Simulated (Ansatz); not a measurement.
`F[SiH]1BC1` at its PBE0-D4/def2-TZVP geometry, where that method's forces vanish. Total charge 0; spin multiplicity 1.

```tsv
atom	x (Å)	y (Å)	z (Å)
F1	-0.176	2.023	-0.897
Si2	-0.629	0.500	-0.705
B3	0.532	-0.971	-0.481
C4	0.524	-0.193	0.786
H5	-2.110	0.552	-0.667
H6	0.555	-2.142	-0.672
H7	0.521	-0.641	1.778
H8	0.784	0.872	0.859
```

Question: For each bond, give half the difference of the two atoms' forces along it (eV/Å; positive pushes the atoms apart) under PBE-D4, r2SCAN-D4, B3LYP-D4, ωB97M-V in def2-TZVPP. (Estimate.)

Answer: Computed: 
```
  bond  length (Å)  PBE-D4  r2SCAN-D4  B3LYP-D4  ωB97M-V
F1–Si2       1.601    0.54       0.04      0.19     0.16
Si2–B3       1.887   -0.03       0.06      0.10    -0.01
Si2–C4       2.007    0.11       0.03      0.20     0.07
Si2–H5       1.483    0.02      -0.02     -0.17    -0.17
 B3–C4       1.487    0.07       0.07      0.09     0.06
 B3–H6       1.186    0.01      -0.08     -0.12    -0.10
 C4–H7       1.089    0.08       0.01     -0.10    -0.11
 C4–H8       1.099    0.13      -0.05     -0.10    -0.05
```

B3LYP here is the variant with VWN-RPA as its local correlation; programs differ in this.
